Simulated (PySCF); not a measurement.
Computed, not measured: PySCF 2.14.0, delta-SCF UKS SCAN, pcX-2 on the ionised atom, pcseg-1 elsewhere, spin-free X2C. Geometries: PBE0-D3(BJ)/def2-SVP; isolated species, one conformer each. Kα1 is taken as the energy difference of the 1s-hole and 2p3/2-hole states at the ground state's geometry. The 2p values aren't plain energy differences: one relaxed spin-free 2p hole is combined with a matrix within the shell (ground-state 2p orbital-energy differences and spin–orbit coupling). 2p3/2, the mean of its two sublevels, lies a third of the splitting below the shell's mean and 2p1/2 two thirds above it; the statistical areas are 2:1.

```
                     site  Si 2p3/2 (eV)
 silicon in `C1C[SiH2]C1`         106.38
silicon in `C1CC[SiH2]C1`         106.15
silicon in `[SiH2-]C1CC1`          99.37
silicon in `C=C(C)[SiH3]`         106.61
```

What are the Si 1s binding energies, and the Kα1 emission energies that follow?

```json
{"site": "silicon in `[SiH2-]C1CC1`", "bonded to": "C and 2 H", "1s (eV)": "1839.17", "2p3/2 (eV)": "99.37", "Kα1 = 1s − 2p3/2 (eV)": "1739.80"}
{"site": "silicon in `C1CC[SiH2]C1`", "bonded to": "2 C and 2 H", "1s (eV)": "1845.89", "2p3/2 (eV)": "106.15", "Kα1 = 1s − 2p3/2 (eV)": "1739.74"}
{"site": "silicon in `C1C[SiH2]C1`", "bonded to": "2 C and 2 H", "1s (eV)": "1846.14", "2p3/2 (eV)": "106.38", "Kα1 = 1s − 2p3/2 (eV)": "1739.76"}
{"site": "silicon in `C=C(C)[SiH3]`", "bonded to": "C and 3 H", "1s (eV)": "1846.35", "2p3/2 (eV)": "106.61", "Kα1 = 1s − 2p3/2 (eV)": "1739.74"}
```

Ranges: 1s 7.18 eV, 2p3/2 7.24 eV, Kα1 0.06 eV. A straight-line fit of 1s on 2p3/2 has slope 0.99.
